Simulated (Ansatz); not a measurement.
`[CH3][Ge]([NH2])([OH])[Cl]` at its PBE0-D4/def2-TZVP geometry, where that method's forces vanish. Charge 0, multiplicity 1.

```xyz
11

C     0.9725   -0.0974    1.2764
Ge   -0.0359    0.1439   -0.3496
N    -1.5221   -0.8889   -0.3864
O    -0.6328    1.7889   -0.5943
Cl    1.3210   -0.2078   -2.0256
H     1.2754   -1.1402    1.3776
H     0.3516    0.1834    2.1277
H     1.8636    0.5288    1.2513
H    -2.1397   -0.7042   -1.1643
H    -1.3702   -1.8835   -0.3006
H    -0.0834    2.2771   -1.2122
```

(1) What forces (eV/Å) does ωB97M-V/def2-TZVPP give on these atoms in the Gaussian-basis code of Ansatz? (An estimate is asked.)

## Answers

(1) The calculation gave: 
```
C1   0.003 -0.002  0.012
Ge2  0.068 -0.054  0.079
N3   0.000 -0.026 -0.042
O4   0.030  0.058 -0.052
Cl5 -0.024  0.007  0.020
H6  -0.019  0.078 -0.004
H7   0.054 -0.023 -0.062
H8  -0.059 -0.045  0.005
H9   0.008 -0.019  0.026
H10 -0.024  0.022 -0.005
H11 -0.035  0.006  0.023
```
